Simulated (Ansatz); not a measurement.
C10H7FSSe, SMILES Fc1csc(/C=C/c2ccc[se]2)c1.

Geometry optimised at PBE0-D3(BJ)/def2-SVP. The structure was generated by enumeration; whether it is a known compound was not checked. The values are those of a single conformer.

Calculation: PBE0-D3(BJ)/def2-SVP (Ansatz, a quantum-chemistry and plane-wave program).

Each state was relaxed at this level (stationary points, no frequency check), unrestricted for open shells, gas phase, no zero-point terms. λ is the four-point inner reorganisation energy.

cation: E(neutral) = -3283.10305, E(cation at the neutral's geometry) = -3282.83693, E(relaxed cation) = -3282.84389, E(neutral at the cation's geometry) = -3283.09606 hartree. anion: E(neutral) = -3283.10305, E(anion at the neutral's geometry) = -3283.12232, E(relaxed anion) = -3283.12836, E(neutral at the anion's geometry) = -3283.09700 hartree. triplet: E(neutral) = -3283.10305, E(triplet at the neutral's geometry) = -3283.02615, E(relaxed triplet) = -3283.04439, E(neutral at the triplet's geometry) = -3283.08577 hartree.

Q: Work out the vertical and adiabatic energies and the reorganisation energies.

A: 
| quantity | at the neutral's geometry (eV) | adiabatic (eV) | at the other state's geometry (eV) | relaxation of that state (meV) | relaxation of the neutral (meV) | λ (meV) |
|---|---|---|---|---|---|---|
| ionisation energy | 7.24 | 7.05 | 6.86 | 190 | 190 | 380 |
| electron affinity | 0.52 | 0.69 | 0.85 | 165 | 165 | 329 |
| T1 energy | 2.09 | 1.60 | 1.13 | 496 | 470 | 966 |
